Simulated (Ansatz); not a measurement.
Calculated with Ansatz (gas phase, PBE0-D4/def2-TZVP geometries, no zero-point term in ΔE). CCSD(T)/CBS adds triple-zeta CCSD(T) − MP2 to the extrapolated MP2 energy (def2 sets, frozen cores). This one scheme is used for every species. For Se outer-core shells are correlated without core-valence functions, which leaves a few kJ/mol of doubt a bond. Scalar relativity is left out up to krypton. One conformer a species, not always the lowest.

Reaction (redistribution): `[F][Al]([Cl])[SeH]` + `[F][AlH][NH][SiH3]` → `[SiH3][NH][AlH][SeH]` + `[F][Al]([F])[Cl]`

```csv
species,CCSD(T)/CBS(def2) energy (Eh)
`[F][Al]([Cl])[SeH]`,-3203.08897
`[F][AlH][NH][SiH3]`,-688.73064
`[SiH3][NH][AlH][SeH]`,-2990.20947
`[F][Al]([F])[Cl]`,-901.60711
```

Task: Work out ΔE.

Result: ΔE = (-2990.20947) + (-901.60711) − (-3203.08897) − (-688.73064) = 0.00303 Eh = +8.0 kJ/mol.

Largest T1 diagnostic among the species: 0.012.

In def2-TZVPP, CCSD(T) changes the Hartree–Fock value by −3.1 kJ/mol (the triples alone add −0.3 kJ/mol) and MP2 by −3.4 kJ/mol. The D4 term adds −3.9 kJ/mol with B3LYP and −2.1 kJ/mol with PBE0; it sums over pairs of atoms, weighted by their polarisabilities, and B3LYP, whose exchange is more repulsive, gets the larger term.

B3LYP here is the variant with VWN-RPA as its local correlation; programs differ in this.
